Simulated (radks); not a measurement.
Problem. Bi II, 82 electrons, occupied as [Xe] 4f14 5d9 6s2 6p3 (not the ground configuration). Method: Dirac Kohn-Sham, PBE, spin-unpolarised, spherical densities, point nucleus; open shells fill j = l - 1/2 first; computed with a radial shooting solver on a logarithmic mesh with Libxc functionals. Some entries of the table are withheld. Estimate them.

orbital,occ.,eigenvalue (eV),<r^2> (bohr^2),r(max) (bohr)
1s1/2,2,-90536.05,0.0003459,0.009650
2s1/2,2,-16263.07,0.005185,0.05639
2p1/2,2,-15623.21,0.003643,(1)
2p3/2,4,-13303.03,0.004823,(2)
3s1/2,2,-3935.483,0.03358,0.1587
3p1/2,2,-3646.971,(3),0.1478
3p3/2,4,-3127.445,(4),0.1636
3d3/2,4,-2655.930,0.02802,0.1269
3d5/2,6,-2545.821,0.02972,0.1312
4s1/2,2,-913.7105,0.1604,0.3563
4p1/2,2,-788.3375,0.1625,0.3537
4p3/2,4,-660.2986,0.1933,0.3855
4d3/2,4,-456.7484,0.1999,0.3763
4d5/2,6,-432.8560,0.2105,0.3859
5s1/2,2,-170.4468,0.7709,0.7710
4f5/2,6,-168.7152,0.2288,(5)
4f7/2,8,-163.2216,0.2352,(6)
5p1/2,2,-126.8784,0.8763,0.8062
5p3/2,4,-101.9723,1.059,0.8814
5d3/2,4,-40.8284,1.622,1.009
5d5/2,5,-37.6961,1.734,1.039
6s1/2,2,-23.7513,4.817,1.824
6p1/2,2,-14.3238,6.951,2.112
6p3/2,1,-11.7308,8.780,2.366

Solution. 
(1) 2p1/2 r(max) (bohr): 0.04119
(2) 2p3/2 r(max) (bohr): 0.04902
(3) 3p1/2 <r^2> (bohr^2): 0.03049
(4) 3p3/2 <r^2> (bohr^2): 0.03680
(5) 4f5/2 r(max) (bohr): 0.3399
(6) 4f7/2 r(max) (bohr): 0.3443
